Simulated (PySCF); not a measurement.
Shieldings and the share of exact exchange

Molecule: SMILES [NH2+]([BH2-]C)C, C₂H₁₀BN.

Geometry:
```tsv
atom	x (Å)	y (Å)	z (Å)
C1	-1.938	0.061	0.133
B2	-0.499	0.297	-0.556
N3	0.638	-0.245	0.491
C4	2.021	-0.110	0.030
H5	-2.163	-1.002	0.341
H6	-2.073	0.616	1.080
H7	-2.734	0.413	-0.542
H8	-0.310	-0.369	-1.575
H9	-0.209	1.480	-0.729
H10	0.506	0.256	1.372
H11	0.424	-1.223	0.695
H12	2.219	0.949	-0.174
H13	2.129	-0.661	-0.913
H14	2.742	-0.490	0.769
```

GIAO shieldings (ppm, equivalent atoms averaged) in PySCF 2.14 on the PBE0-D3(BJ)/def2-SVP geometry, basis pcSseg-2, gas phase, non-relativistic:

| functional | exact exchange (%) | σ(C4) | σ(B2) | σ(N3) |
| --- | --- | --- | --- | --- |
| BLYP | 0 | 139.3 | 103.7 | 187.6 |
| BP86 | 0 | 143.6 | 107.6 | 195.0 |
| PBE | 0 | 144.0 | 107.3 | 194.2 |
| PBE0 | 25 | 149.4 | 112.5 | 204.0 |
| mPW1PW91 | 25 | 148.7 | 112.3 | 203.6 |
| BHandHLYP | 50 | 150.2 | 113.9 | 206.1 |
| HF | 100 | 159.0 | 122.6 | 218.8 |

Q: Fit each shielding as a line in the percentage of exact exchange.

A: σ(C4) = 143.1 + 0.16 x (rms 1.9 ppm); σ(B2) = 106.8 + 0.16 x (rms 1.5 ppm); σ(N3) = 193.8 + 0.26 x (rms 3.1 ppm). The functionals also differ in their semilocal parts, which the line can't hold; Hartree–Fock has no correlation at all.

Q: What does the line predict for B3LYP (20 %), and what does the run give?

A: σ(C4): 146.3 predicted, 144.1 computed; σ(B2): 110.0 predicted, 108.3 computed; σ(N3): 199.0 predicted, 196.2 computed ppm.
